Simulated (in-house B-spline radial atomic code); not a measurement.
Successive ionisation energies of chromium; each step leads to the configuration of the next row (after the last: bare). NIST's values go from ground level to ground level; the uncertainty of those that are theory runs from under 0.1 % in few-electron ions to several per cent in heavy many-electron ones. Computed with a B-spline radial code for spherical atoms: non-relativistic Hartree-Fock, average of the configuration, point nuclei.

| ion | configuration | ionisation energy (eV) | tabulated value (eV) | computed minus tabulated (eV) | highest orbital | largest mean radius (bohr) |
| --- | --- | --- | --- | --- | --- | --- |
| Cr15+ | [He] 2s2 2p5 | 1099.8 | 1097.2 | 3 | 2p | 0.28588 |
| Cr16+ | [He] 2s2 2p4 | ? | ? | ? | ? | ? |
| Cr17+ | [He] 2s2 2p3 | 1287.0 | 1294.8 | -8 | 2p | 0.27808 |
| Cr18+ | [He] 2s2 2p2 | 1384.8 | 1394.5 | -10 | 2p | 0.27432 |
| Cr19+ | [He] 2s2 2p1 | ? | ? | ? | ? | ? |
| Cr20+ | [He] 2s2 | 1613.6 | 1634.1 | -21 | 2s | 0.26707 |
| Cr21+ | [He] 2s1 | 1706.1 | 1721.183 | -15 | 2s | 0.26378 |
| Cr22+ | 1s2 | 7431.7 | 7481.862 | -50 | 1s | 0.063493 |
| Cr23+ | 1s1 | 7836.9 | 7894.803 | -58 | 1s | 0.0625 |

Problem. Fill in the row of Cr16+.

Solution. ionisation energy (eV): 1192.0; tabulated value (eV): 1188; computed minus tabulated (eV): 4; highest orbital: 2p; largest mean radius (bohr): 0.28193.

Problem. Fill in the row of Cr19+.

Solution. ionisation energy (eV): 1485.5; tabulated value (eV): 1495.1; computed minus tabulated (eV): -10; highest orbital: 2p; largest mean radius (bohr): 0.27065.

Problem. Where is the largest jump?

Solution. From Cr21+ to Cr22+, by a factor of 4.36 (1706.1 to 7431.7 eV); the highest orbital goes from 2s to 1s.

Problem. How far is this level of theory from the measured and semi-empirical values?

Solution. Over those 6 rows the differences run from -20.5 to +3.95 eV (mean absolute value 9 eV). The calculation leaves out relativity, correlation and, in open shells, the multiplet splittings that an average leaves out.
